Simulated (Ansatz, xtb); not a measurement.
FH6OSn2+: 3 structures ranked

3 gas-phase structures of FH6OSn2+, found in a search over its isomers (lower ones may exist). Each was relaxed with GFN2-xTB:

A. `[F][SnH2][OH+][SnH3]`, a singlet
B. a singlet given by its coordinates
C. a singlet given by its coordinates

C (Å):

```xyz
10

F    -1.8450    0.1152   -0.5679
O    -0.1822   -0.5108    1.7265
Sn    0.2910    1.8168    1.6875
Sn   -0.8774    1.7773   -0.9624
H     0.0807   -1.1199    2.4265
H    -0.9540   -0.8809    1.2764
H     1.9339    1.3975    2.1019
H    -0.5028    2.0580    3.2303
H    -2.1395    2.9167   -1.2982
H     0.2794    1.2535   -2.1414
```

Close contacts (Å): F1–Sn4 1.96, O2–Sn3 2.38, Sn3–Sn4 2.90, O2–H5 0.96, O2–H6 0.97, Sn3–H7 1.75, Sn3–H8 1.75, Sn4–H9 1.73, Sn4–H10 1.73.

B (Å):

```csv
atom,x (Å),y (Å),z (Å)
F,-1.9524,0.1081,1.4860
O,0.2273,0.9127,-0.1513
Sn,-2.2534,0.7934,-0.3402
Sn,-1.7441,-1.6049,-1.8243
H,0.8591,1.5906,-0.4159
H,0.4254,0.6953,0.7704
H,-2.5345,2.5078,0.0623
H,-3.2783,-2.2876,-2.0890
H,-0.9358,-1.0606,-3.2139
H,-0.7801,-2.3346,-0.6329
```

Close contacts (Å): F1–Sn3 1.97, O2–Sn3 2.49, Sn3–Sn4 2.87, O2–H5 0.96, O2–H6 0.97, Sn3–H7 1.78, Sn4–H8 1.70, Sn4–H9 1.70, Sn4–H10 1.70.

Question: Which do you expect lowest at r2SCAN-D4/def2-SVP//GFN2-xTB, and how would the others follow?

Answer: Calculated order at r2SCAN-D4/def2-SVP//GFN2-xTB: C (0.000), B (0.030), A (0.228) eV. Less than 1 kcal/mol parts C and B, so the order within that pair means little.

Energies above the lowest of each column, in eV; the last columns are at r2SCAN-D4/def2-SVP geometries:

```csv
structure,GFN2-xTB,HF/STO-3G,r2SCAN-D4/def2-SVP//GFN2-xTB,r2SCAN-D4/def2-SVP,CCSD(T)/def2-SVP + ΔMP2/def2-TZVPP
C,0.536,0.914,0.000,0.000,0.000
B,0.000,1.239,0.030,0.199,0.095
A,1.251,0.000,0.228,0.562,0.369
```

CCSD(T)/def2-SVP + ΔMP2/def2-TZVPP puts C lowest; GFN2-xTB picks B, HF/STO-3G picks A. Flexible structures stand in one conformer each, not always the lowest. Atoms past krypton carry core potentials in the def2 sets, without spin–orbit terms. ΔMP2 is the change of the MP2 energy from the smaller to the larger basis.

Programs: Ansatz 0.2.0, xtb 6.7.1.
